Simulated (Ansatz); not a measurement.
System: sum formula BNH₅, charge -1, multiplicity 1. It need not be the lowest isomer of its formula. Whether it binds its extra electron was not tested at this geometry. SMILES: [BH2-2][NH3+]
Geometry from a B3LYP-D3(BJ)/def2-TZVP (Ansatz, a quantum-chemistry and plane-wave program) optimisation:
```xyz
7

B     -0.9684     0.0602    -0.0829
N      0.6298    -0.1033    -0.0093
H     -1.2602     1.1935    -0.4288
H     -1.4694    -0.2103     0.9964
H      0.8190    -1.0775     0.1912
H      1.3580     0.4742     0.6665
H      0.9859     0.0424    -0.9457
```
Charge -1, spin multiplicity 1.

Problem. Give the harmonic wavenumbers at B3LYP-D3(BJ)/def2-TZVP (Ansatz, finite differences of forces, unscaled).

Solution. 378, 433, 650, 687, 939, 1031, 1082, 1182, 1357, 1594, 1804, 2363, 2379, 3493, 3560 cm⁻¹. Zero-point energy 32.8 kcal/mol.

Problem. From these and the geometry, give the ideal-gas thermochemistry at 298.15 K and 1 atm (rigid rotor, harmonic oscillator).

Solution. Point group Cs, rotational symmetry number 1. Rotational constants 95.91, 19.98, 18.93 GHz. S(trans) 36.11, S(rot) 19.72, S(vib) 2.93, S(elec, spin only) 0.00, S 58.8 cal/(mol K). H(298) - H(0) 3.00 kcal/mol; G - E(el) 18.3 kcal/mol.
